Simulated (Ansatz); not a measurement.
`N/C(Cl)=[CH]/[AlH2]` + `C[SiH2]N` → `C[SiH2][NH][AlH2]` + `C=C(N)Cl`  (ligand exchange at the Al–C bond)

Calculated with Ansatz (gas phase, PBE0-D4/def2-TZVP geometries, no zero-point term in ΔE). CCSD(T)/CBS is the MP2 limit (def2-TZVPP, def2-QZVPP) plus CCSD(T) − MP2 in def2-TZVPP, frozen cores. DFT in def2-TZVPP. B3LYP here is the variant with VWN-RPA as its local correlation; programs differ in this. One conformer a species, not always the lowest.

```json
{"level": "PBE-D4", "ΔE (kJ/mol)": "-71.1"}
{"level": "r2SCAN-D4", "ΔE (kJ/mol)": "-76.0"}
{"level": "B3LYP", "ΔE (kJ/mol)": "-79.0"}
{"level": "SCS-MP2/def2-TZVPP", "ΔE (kJ/mol)": "-84.4"}
```

(1) What does CCSD(T)/CBS give? (Best estimate.)

Largest T1 diagnostic among the species: 0.012.

Answers

(1) The calculation gave: -82.6 kJ/mol. The listed levels differ from it by 11.5, 6.6, 3.6, -1.8 kJ/mol.
